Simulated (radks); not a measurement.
Results of a calculation; reference values are marked as such.
Problem. Level of theory: scalar-relativistic Kohn-Sham, PBE, spin-polarised, spherical densities, finite nucleus; open shells are filled with parallel spins first; Fermi nuclear charge, rms radius of each element as measured or else 0.836 A^(1/3) + 0.57 fm (a radial shooting solver on a logarithmic mesh with Libxc functionals). Each species is in its NIST ground configuration. Rank Cl4+, P4+, Al4+, Ar4+, S4+, Si4+, Mg4+ by radius at which the density is 0.001 e/bohr^3 (bohr), largest first.

Solution. Cl4+ 2.82, S4+ 2.80, Ar4+ 2.78, P4+ 2.75, Mg4+ 1.89, Al4+ 1.84, Si4+ 1.79.
